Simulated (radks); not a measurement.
Values are calculated unless marked as measured or tabulated.
Isoelectronic series with 29 electrons, all held in the configuration [Ar] 3d10 4s1, which need not be the ground one along the series. Level of theory: Dirac Kohn-Sham, PBE, spin-unpolarised, spherical densities, point nucleus (a radial shooting solver on a logarithmic mesh with Libxc functionals). Total energies (hartree) and orbital eigenvalues (eV):

| ion | E (hartree) | 4s1/2 | 3d5/2 | 3d3/2 |
|---|---|---|---|---|
| Cu | -1654.90168 | -4.6101 | -4.9325 | -5.2025 |
| Ga2+ | -1943.03314 | -26.0670 | -39.1670 | -39.6330 |
| As4+ | -2257.05350 | -56.9683 | -90.2876 | -91.0280 |
| Br6+ | -2596.94118 | -96.0376 | -155.6561 | -156.7667 |
| Rb8+ | -2962.79816 | -142.8368 | -234.3206 | -235.9169 |
| Nb12+ | -3773.09540 | -258.9783 | -429.9452 | -432.9465 |
| Tc14+ | -4217.95787 | -328.2096 | -546.5065 | -550.4754 |
| Rh16+ | -4689.62282 | -404.8762 | -675.4176 | -680.5661 |
| Ag18+ | -5188.36612 | -489.0047 | -816.6104 | -823.1792 |
| In20+ | -5714.48803 | -580.6381 | -970.0368 | -978.2972 |
| Sb22+ | -6268.31371 | -679.8325 | -1135.662 | -1145.918 |
| I24+ | -6850.19413 | -786.6555 | -1313.461 | -1326.051 |
| Cs26+ | -7460.5074 | -901.1850 | -1503.415 | -1518.714 |
| La28+ | -8099.6603 | -1023.509 | -1705.511 | -1723.933 |
| Pr30+ | -8768.0903 | -1153.724 | -1919.741 | -1941.740 |
